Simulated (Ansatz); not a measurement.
Relaxation of AlCl₂H₃O (7 atoms, charge 0, multiplicity 1), to a largest force component of 0.03 eV/Å in at most 50 steps.

Computed with RKS PBE0-D4/6-31G* in Ansatz 0.2.0.

```xyz
7
Properties=species:S:1:pos:R:3:forces:R:3
Al 0.105 -0.513 -0.523 0.03 -0.69 0.45
Cl 0.173 -0.025 2.869 0.27 -0.98 -0.53
Cl 1.895 0.500 -0.878 0.03 0.02 -0.01
H -1.282 0.000 -1.071 0.02 0.00 0.01
O 0.266 -2.047 0.312 -0.07 0.74 -0.22
H -0.526 -2.596 0.349 0.01 0.00 0.01
H 0.504 -1.201 2.333 -0.29 0.91 0.29
```

Problem. Where does it end, and by what steps?

Solution. The run converged. After 18 steps the energy has fallen by 1.433 eV; H7 moved furthest, 1.18 Å. Parted: Cl2–H7 (1.33 → 2.78 Å). Joined: Al1–Cl2 (3.43 → 2.14 Å), O5–H7 (2.20 → 0.97 Å).

| step | energy less start (eV) | largest force component (eV/Å) | accepted |
| --- | --- | --- | --- |
| 0 | 0.0000 | 0.985 | yes |
| 1 | -0.0723 | 0.347 | yes |
| 2 | -0.1077 | 0.361 | yes |
| 3 | -0.1574 | 0.491 | yes |
| 4 | -0.1461 | 0.898 | no |
| 5 | -0.1985 | 0.320 | yes |
| 6 | -0.2064 | 1.045 | yes |
| 7 | -0.2745 | 0.663 | yes |
| 8 | -0.4032 | 1.104 | yes |
| 9 | -0.7106 | 1.688 | yes |
| 10 | -0.9169 | 4.481 | yes |
| 11 | -1.2757 | 1.579 | yes |
| 12 | -1.3596 | 1.462 | yes |
| 13 | -1.3494 | 1.061 | no |
| 14 | -1.4223 | 0.144 | yes |
| 15 | -1.4042 | 0.350 | no |
| 16 | -1.4302 | 0.076 | yes |
| 17 | -1.4329 | 0.042 | yes |
| 18 | -1.4333 | 0.019 | yes |

```xyz
7
Properties=species:S:1:pos:R:3
Al 0.134 -0.071 0.162
Cl 0.063 0.583 2.197
Cl 1.941 0.344 -0.854
H -1.217 -0.097 -0.659
O 0.293 -2.001 0.623
H -0.466 -2.533 0.337
H 0.387 -2.108 1.585
```

Whether the end is a true minimum wasn't checked by a vibrational analysis.

Time of the run: 65 s on 1 thread of Arm Neoverse V2, on a shared host, peak memory 0.16 GiB.
